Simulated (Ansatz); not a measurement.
`N=C[SiH]1C=N1` + `FC(F)Br` → `Br[SiH]1C=N1` + `N=CC(F)F`  (formal exchange of groups at the Si–C bond)

Calculated with Ansatz (gas phase, PBE0-D4/def2-TZVP geometries, no zero-point term in ΔE). CBS: MP2 limit from def2 TZ/QZ plus the TZ coupled-cluster correction, frozen cores. Functionals use def2-TZVPP. For Br outer-core shells are correlated without core-valence functions, which leaves a few kJ/mol of doubt a bond. Scalar relativity is left out up to krypton. One conformer a species, not always the lowest.

`N=C[SiH]1C=N1`:

Cartesian coordinates in Å:
```
N -0.936 -0.877 -1.837
C -0.886 -0.205 -0.760
Si 0.770 0.004 0.067
C 0.885 0.444 1.792
N 1.006 1.483 1.067
H -1.887 -0.933 -2.207
H -1.771 0.255 -0.294
H 1.906 -0.525 -0.707
H 0.913 0.353 2.879
```

`FC(F)Br`:

Cartesian coordinates in Å:
```
F -0.640 1.124 -0.436
C 0.106 0.099 -0.026
F 0.500 0.336 1.224
Br -0.937 -1.533 -0.085
H 0.970 -0.026 -0.678
```

`Br[SiH]1C=N1`:

Cartesian coordinates in Å:
```
Br -1.886 -0.897 -1.428
Si 0.046 -0.404 -0.513
C 0.220 0.824 0.741
N 0.168 -0.350 1.256
H 1.151 -0.963 -1.302
H 0.302 1.789 1.245
```

`N=CC(F)F`:

Z-matrix (Å, degrees):
```
C
C 1 1.501
F 1 1.357 2 109.3
F 1 1.357 2 109.3 3 -117.0
H 1 1.092 2 112.2 3 121.5
N 2 1.258 1 119.1 3 -121.4
H 2 1.096 1 114.9 3 58.6
H 6 1.020 2 111.4 1 180.0
```

```csv
species,LC-ωPBE energy (Eh)
`N=C[SiH]1C=N1`,-477.38399
`FC(F)Br`,-2812.16007
`Br[SiH]1C=N1`,-2957.22393
`N=CC(F)F`,-332.37506
```

Task: Work out ΔE.

Result: ΔE = (-2957.22393) + (-332.37506) − (-477.38399) − (-2812.16007) = -0.05493 Eh = -34.5 kcal/mol. CCSD(T)/CBS gives -33.9 kcal/mol.

Largest T1 diagnostic among the species: 0.016.

At CCSD(T), def2-SVP lies −1.1 kcal/mol from the extrapolated value and def2-TZVPP +0.9 kcal/mol. From PBE to PBE0 (25 % exact exchange), in def2-TZVPP and without D4, ΔE moves by −3.4 kcal/mol.
